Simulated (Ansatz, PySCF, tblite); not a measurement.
Potential energy surface of H₃ (cation, charge +1), singlet: symmetric bend, bond length relaxed. Scanned: H-H-H angle. Other coordinates (H-H bond length) were minimised at PBE0/def2-TZVP.

Levels of theory: GFN2-xTB, 300 K electronic temperature (tblite); RKS-LDA (SVWN5)/6-31G* = PySCF with restricted LDA (SVWN5)/6-31G*, spherical d; RKS-B3LYP/aug-cc-pVTZ = restricted B3LYP/aug-cc-pVTZ (Ansatz, a program for electronic structure).

Energies in eV, each method relative to its own lowest point.

```
a / °   GFN2-xTB  RKS-LDA (SVWN5)/6-31G*  RKS-B3LYP/aug-cc-pVTZ
------  --------  ----------------------  ---------------------
180        0.000                   1.263                  1.694
167.65     0.016                       ?                  1.672
160.96     0.035                   1.248                  1.642
147.72     0.090                   1.209                  1.543
139.82     0.129                   1.167                  1.458
127.80     0.187                       ?                  1.293
118.52     0.224                   0.963                  1.134
107.83     0.250                       ?                      ?
98.18      0.255                   0.629                  0.703
92.36      0.248                   0.513                  0.565
80.06      0.215                   0.259                  0.278
72.06      0.184                   0.112                  0.118
60             ?                   0.000                  0.000
```

**Question.** What belongs in the gaps?

**Answer.** 
- 167.65, RKS-LDA (SVWN5)/6-31G*: 1.258
- 127.80, RKS-LDA (SVWN5)/6-31G*: 1.070
- 107.83, RKS-LDA (SVWN5)/6-31G*: 0.804
- 107.83, RKS-B3LYP/aug-cc-pVTZ: 0.920
- 60, GFN2-xTB: 0.153
